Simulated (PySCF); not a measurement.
# Two-dimensional NMR puzzle

Compound of formula C4H8O3Si. Correlations simulated from computed shifts and the bond graph:

HSQC (one-bond C–H):
```
  δH     δC
6.30  146.2
6.26  135.7
5.76  135.7
4.76   62.9
```

COSY cross peaks (H two or three bonds apart, from the bond graph; peaks can be absent where the dihedral angle is near 90°):
```
  δH    δH
6.30  6.26
6.30  5.76
6.30  5.31
6.26  5.76
```

HMBC (two and three bonds, from the bond graph):
```
  δH                  δC
6.30               135.7
6.26               146.2
5.76               146.2
5.31  146.2, 135.7, 62.9
4.76               181.3
```

Carbons without hydrogens: δ 181.3.

PySCF calculation with geometry from GFN2-xTB and GIAO PBE0/pcSseg-1 shieldings; single conformer, equivalent nuclei averaged, no solvent model, non-relativistic.

Shifts are taken against calculated references (same method and geometry level): 1H (31.72 ppm) and 13C (186.93 ppm) against TMS.

Exchangeable hydrogens are left out of these lists.

Q: Assemble the structure.

A: SMILES C=C[SiH2]OCC(=O)O.

Structure with atom numbers: `[CH2:1]=[CH:2][SiH2:3][O:4][CH2:5][C:6](=[O:7])[OH:8]` (H(Xn): hydrogen on atom n). Ha(C1) is cis to Si3; Hb(C1) is trans to Si3.

- δC 181.3 is C6, a carboxylic acid carbon.
- δC 146.2 is C2, an alkene CH (δH 6.30).
- δC 135.7 is C1, a terminal =CH2 carbon (δH 5.76, 6.26).
- δC 62.9 is C5, an sp3 CH2 bonded to O, α to a carbonyl (δH 4.76).
- HMBC from δH 4.76 reaches the proton-free carbon C6.
- COSY links 6.30–6.26, 6.30–5.76, 6.30–5.31, 6.26–5.76.

The shifts were computed for this structure.

OH and NH positions are those of a molecule without intermolecular hydrogen bonds; in solution they move with solvent, concentration and temperature, and exchange usually removes their couplings. Shifts are as computed. Against solution values, carbons near 30 ppm lie about +3 ppm off and those near 130 ppm about +5 ppm. Of 1309 compounds with measured shifts, 239 miss one by over three times the rms of a fit or turn the order of signals round; such compounds aren't used in these exercises. Hydrogen bonding in solution deshields acid and N–H amide carbonyl carbons by as much as 10 ppm beyond these values.
